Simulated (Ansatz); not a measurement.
C4H12O3Sn, triplet, at the geometry of the source list (a higher spin typed on purpose: for a closed-shell molecule this is an excited state) (all electrons, no relativity). Base run: Ansatz (a program for electronic structure) with PBE/STO-3G.

Input for Ansatz:
Ansatz 0.2 input:
```yaml
crystal:
  periodic: [false, false, false]
  atoms:
    - {symbol: C, position_ang: [-3.31750000, -0.05390000, 0.26770000]}
    - {symbol: C, position_ang: [-2.08630000, -0.64560000, -0.40620000]}
    - {symbol: C, position_ang: [-0.80630000, 0.04620000, 0.06650000]}
    - {symbol: C, position_ang: [0.39980000, -0.56730000, -0.60880000]}
    - {symbol: Sn, position_ang: [2.26120000, 0.33860000, 0.06300000]}
    - {symbol: O, position_ang: [2.26010000, 2.24970000, -0.32920000]}
    - {symbol: O, position_ang: [2.47740000, 0.20180000, 2.00600000]}
    - {symbol: O, position_ang: [4.05270000, -0.24920000, -0.57080000]}
    - {symbol: H, position_ang: [-4.21660000, -0.57020000, -0.06140000]}
    - {symbol: H, position_ang: [-3.41660000, 1.00090000, 0.02240000]}
    - {symbol: H, position_ang: [-3.24220000, -0.14840000, 1.34870000]}
    - {symbol: H, position_ang: [-2.02550000, -1.71300000, -0.18000000]}
    - {symbol: H, position_ang: [-2.17730000, -0.53990000, -1.49000000]}
    - {symbol: H, position_ang: [-0.86240000, 1.11020000, -0.16460000]}
    - {symbol: H, position_ang: [-0.72120000, -0.05520000, 1.14900000]}
    - {symbol: H, position_ang: [0.48130000, -1.63090000, -0.38260000]}
    - {symbol: H, position_ang: [0.36180000, -0.43250000, -1.68940000]}
    - {symbol: H, position_ang: [3.10910000, 2.67620000, -0.20800000]}
    - {symbol: H, position_ang: [3.37410000, 0.01460000, 2.28650000]}
    - {symbol: H, position_ang: [4.09440000, -1.03190000, -1.11890000]}
basis:
  gaussian:
    orbitals: STO-3G
hamiltonian:
  xc: pbe
magnetization: {spin_polarized: true, initial_magnetization: 2}
```

Variants of this job, named by their change:

```json
[
 {"change": "base", "E (Eh)": "-6344.35590", "<S^2>": "2.002", "core-seconds (rough)": "40"},
 {"change": "functional = lc_wpbe", "E (Eh)": "-6344.57186", "<S^2>": "2.010", "core-seconds (rough)": "20"},
 {"change": "functional = b3lyp; dispersion = d3bj", "E (Eh)": "-6345.42859", "<S^2>": "2.013", "core-seconds (rough)": "80"},
 {"change": "functional = SVWN5", "E (Eh)": "-6336.52309", "<S^2>": "2.002", "core-seconds (rough)": "20"},
 {"change": "functional = wB97M-V", "E (Eh)": "-6345.47185", "<S^2>": "2.012", "core-seconds (rough)": "60"},
 {"change": "functional = b3lyp5", "E (Eh)": "-6344.97594", "<S^2>": "2.013", "core-seconds (rough)": "80"},
 {"change": "functional = revpbe", "E (Eh)": "-6344.98817", "<S^2>": "2.002", "core-seconds (rough)": "50"},
 {"change": "functional = wB97X", "E (Eh)": "-6345.51353", "<S^2>": "2.012", "core-seconds (rough)": "50"},
 {"change": "functional = b3lyp", "E (Eh)": "-6345.40011", "<S^2>": "2.013", "core-seconds (rough)": "90"},
 {"change": "functional = pbe0; dispersion = d4", "E (Eh)": "-6344.76506", "<S^2>": "2.014", "core-seconds (rough)": "30"},
 {"change": "functional = blyp; dispersion = d3bj", "E (Eh)": "-6345.11525", "<S^2>": "2.003", "core-seconds (rough)": "50"},
 {"change": "functional = wB97X-V", "E (Eh)": "-6345.04126", "<S^2>": "2.013", "core-seconds (rough)": "50"},
 {"change": "functional = pbe0; dispersion = d3bj", "E (Eh)": "-6344.76564", "<S^2>": "2.014", "core-seconds (rough)": "30"}
]
```

Totals shift with the method and basis; they matter in differences.
